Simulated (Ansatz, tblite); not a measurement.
Removing an electron: (H2B-mu-NH2)2 (B₂N₂H₈). The state is a singlet with charge 0. Geometry: PBE-D4/def2-SVP. Ansatz, gas phase; energy differences of separate SCF runs; the oxidised species was run as a doublet alone.

| atom | x (Å) | y (Å) | z (Å) |
| --- | --- | --- | --- |
| B1 | -0.0237 | 0.2073 | -1.0944 |
| H2 | -0.6171 | 1.1668 | -1.5744 |
| H3 | 0.5431 | -0.5087 | -1.9125 |
| N4 | -0.9609 | -0.6432 | -0.1010 |
| B5 | 0.0250 | -0.2091 | 1.0940 |
| H6 | -0.5394 | 0.5025 | 1.9176 |
| H7 | 0.6205 | -1.1706 | 1.5672 |
| N8 | 0.9592 | 0.6456 | 0.1015 |
| H9 | -0.9967 | -1.6495 | -0.2916 |
| H10 | -1.9241 | -0.3040 | -0.0150 |
| H11 | 1.9241 | 0.3110 | 0.0163 |
| H12 | 0.9901 | 1.6520 | 0.2922 |

The xTB rows come from tblite. HOMO above LUMO, or a gap near zero within one spin, warns that the state may not be the lowest or that an electron is smeared out.

```json
{"level": "GFN1-xTB", "−HOMO (eV)": "11.36", "vertical IE (eV)": "14.40", "−LUMO (eV)": "3.63", "HOMO–LUMO gap (eV)": "7.73", "remarks": "–"}
{"level": "PBE-D4/def2-TZVP", "−HOMO (eV)": "6.66", "vertical IE (eV)": "9.76", "−LUMO (eV)": "0.13", "HOMO–LUMO gap (eV)": "6.53", "remarks": "gap within one spin near zero (+1 doublet)"}
{"level": "PBE0-D4/def2-TZVP", "−HOMO (eV)": "8.02", "vertical IE (eV)": "10.14", "−LUMO (eV)": "-0.72", "HOMO–LUMO gap (eV)": "8.74", "remarks": "–"}
```

Estimate the rows for GFN2-xTB, r2SCAN-D4/def2-TZVP.


```json
{"level": "GFN2-xTB", "−HOMO (eV)": "10.39", "vertical IE (eV)": "13.21", "−LUMO (eV)": "0.63", "HOMO–LUMO gap (eV)": "9.75"}
{"level": "r2SCAN-D4/def2-TZVP", "−HOMO (eV)": "6.94", "vertical IE (eV)": "9.88", "−LUMO (eV)": "-0.54", "HOMO–LUMO gap (eV)": "7.48"}
```

  Raw xTB energy differences between charge states are shifted by several eV; the methods need an empirical correction for them.
